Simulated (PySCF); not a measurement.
C₄H₆Si. Atoms are numbered in the order given.

```xyz
11

C      2.4733     0.4771     1.1844
C      1.5654     0.2594     0.3971
Si     0.1812    -0.0779    -0.7623
C     -1.3491    -0.5932     0.1770
C     -2.5187     0.0591     0.0914
H      3.2749     0.6710     1.8752
H     -0.1226     1.1549    -1.5470
H      0.6259    -1.1589    -1.6933
H     -1.2918    -1.4761     0.8301
H     -2.6403     0.9496    -0.5379
H     -3.4080    -0.2648     0.6458
```
Charge 0, spin multiplicity 1.

The structure is a stationary point at r2SCAN-D4/def2-SVP. One conformer was computed; it need not be the lowest.

All values below come from HF/pcSseg-1 run with PySCF.

GIAO shieldings, no solvent; atoms listed in one row are averaged. δ = σ(ref) − σ: ¹³C against TMS (σ = 192.6 ppm); ²⁹Si against TMS (σ = 393.8 ppm); ¹H against TMS (σ = 31.99 ppm), references at their B3LYP-D3(BJ)/def2-TZVP geometries, non-relativistic.

Problem. Estimate the chemical shifts. (The exact figures need the calculation; the answer reports its results.)

Solution. 
```json
[
 {"nucleus": "¹³C", "atoms": "C5", "count": "1", "δ (ppm)": "149.3"},
 {"nucleus": "¹³C", "atoms": "C4", "count": "1", "δ (ppm)": "141.0"},
 {"nucleus": "¹³C", "atoms": "C1", "count": "1", "δ (ppm)": "112.2"},
 {"nucleus": "¹³C", "atoms": "C2", "count": "1", "δ (ppm)": "86.7"},
 {"nucleus": "²⁹Si", "atoms": "Si3", "count": "1", "δ (ppm)": "-58.7"},
 {"nucleus": "¹H", "atoms": "H10, H11", "count": "2", "δ (ppm)": "6.62"},
 {"nucleus": "¹H", "atoms": "H9", "count": "1", "δ (ppm)": "6.57"},
 {"nucleus": "¹H", "atoms": "H8", "count": "1", "δ (ppm)": "4.56"},
 {"nucleus": "¹H", "atoms": "H7", "count": "1", "δ (ppm)": "4.47"},
 {"nucleus": "¹H", "atoms": "H6", "count": "1", "δ (ppm)": "3.10"}
]
```
